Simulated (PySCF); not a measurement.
**Bromine: a sound run and one with changed settings**

Sound run: Br+ [Ar] 3d10 4s2 4p4, Br(2+) [Ar] 3d10 4s2 4p3. Computed with PySCF 2.14 in def2-TZVP (6s5p4d1f, 48 functions), with the non-relativistic Hamiltonian (point nucleus). The sound run starts from symmetry-adapted Hartree-Fock orbitals and uses a fine grid where one is needed.

Changed run: radial step 0.3 in ln r (0.13 in the sound run). This setting is unsound on purpose.

```csv
species,method,sound run (hartree),changed run (hartree),converged
Br+,UHF,-2572.00262,-2572.00262,yes
Br+,MN15,-2574.01233,-2574.00191,yes
Br+,r2SCAN,-2573.65539,-2573.65149,yes
Br(2+),UHF,-2571.25806,-2571.25806,yes
Br(2+),MN15,-2573.22924,-2573.21935,yes
Br(2+),r2SCAN,-2572.86637,-2572.86403,yes
```

Ionisation energy of Br+:

```csv
method,sound run (eV),changed run (eV)
UHF,20.261,20.261
MN15,21.309,21.295
r2SCAN,21.471,21.428
```

A coarse radial grid mis-integrates the density and the exchange-correlation energy, with errors of either sign; Hartree-Fock needs no grid.

For comparison, NIST gives 21.591 eV between the lowest levels.
